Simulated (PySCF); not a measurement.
C4H9FOSi.
Z-matrix (Å and degrees, GFN2-xTB geometry), rows numbered from 1:
```
C 
C   1  1.5201
C   2  1.5341  1  112.81
C   3  1.5225  2  107.74  1  -157.85
F   4  1.3931  3  109.46  2   -84.68
Si  4  1.9261  3  101.94  2    31.43
O   2  1.4205  1  109.07  3  -120.39
H   1  1.0865  2  109.95  3   178.51
H   1  1.0874  2  109.93  3    59.02
H   1  1.0866  2  109.98  3   -61.33
H   2  1.0973  1  109.77  3   122.26
H   3  1.0911  2  108.92  1   -40.67
H   3  1.0901  2  110.97  1    79.59
H   4  1.0921  3  111.85  2   159.11
H   6  1.4546  4  110.48  3  -131.77
H   6  1.4572  4  112.34  3    96.18
```

NICS is the negative of the GIAO shielding at a point without a nucleus: at the ring centre (0) and 1 Å above and below it (1); zz is the component along the ring normal. Level: GIAO PBE0/pcSseg-1 (PySCF, non-relativistic, gas phase) on the GFN2-xTB geometry, one conformer.

Ring bond lengths (Å), with Mayer bond orders in brackets: C2–C3 1.534 (0.99), C3–C4 1.522 (1.03), C4–Si6 1.926 (0.85), Si6–O7 1.626 (1.01), O7–C2 1.420 (0.85).

Give the NICS values of each ring in ppm.

| ring | type | NICS(0) | NICS(1), two faces | NICS(1)zz, two faces | rms pucker (Å) | centre to ring atoms, mean (Å) |
| --- | --- | --- | --- | --- | --- | --- |
| C2–C3–C4–Si6–O7 | 5-membered ring with O and Si; formal bonds all single | -4.6 | -4.2 / -1.5 | -4.6 / -2.1 | 0.15 | 1.35 |

What do they say, and how far can they be read as aromaticity?

- C2–C3–C4–Si6–O7: mean NICS(1)zz -3.4 ppm, shielded. C2, C3, C4, Si6 have four or more neighbours, and the NICS criterion for π rings isn't applied.

What field does 7.05 T along the ring normal induce along that normal at the first NICS(1) probe listed for ring C2–C3–C4–Si6–O7, 1 Å off the ring?

NICSzz × B0 = -4.6 ppm × 7.05 T = -32 μT, against the applied field.

List the ring angles and the Hirshfeld charges of the ring atoms.

- C2–C3–C4–Si6–O7: C2 108.3° (+0.052 e), C3 107.7° (-0.086 e), C4 101.9° (-0.030 e), Si6 93.8° (+0.402 e), O7 116.1° (-0.236 e); sum 527.9° against 540° for a flat convex ring.

Time: 30 s wall. Hardware: one thread, x86-64 server, shared host. This is the whole shielding run at PBE0/pcSseg-1, SCF included.
